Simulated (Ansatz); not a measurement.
Computed with Ansatz.

A structure relaxed at PBE0-D4/def2-TZVP, charge 0, multiplicity 1:

| atom | x (Å) | y (Å) | z (Å) |
| --- | --- | --- | --- |
| Cl1 | 1.5477 | 0.4597 | -1.6203 |
| W2 | 0.0000 | 0.0000 | 0.0000 |
| Cl3 | 0.2401 | -2.2382 | -0.4056 |
| Cl4 | -0.2401 | 2.2382 | 0.4056 |
| Cl5 | -1.5477 | -0.4596 | 1.6203 |
| Cl6 | -1.6670 | 0.1043 | -1.5627 |
| Cl7 | 1.6670 | -0.1043 | 1.5627 |

**Question.** Give its formula and SMILES.

**Answer.** Cl6W, `[Cl][W]([Cl])([Cl])([Cl])([Cl])[Cl]`.

**Question.** Point group (tolerance 0.08 Å, 0.16 Å for H)?

**Answer.** Oh.

**Question.** Summarise the bond lengths by kind.

**Answer.** 6 × Cl–W 2.287 Å.
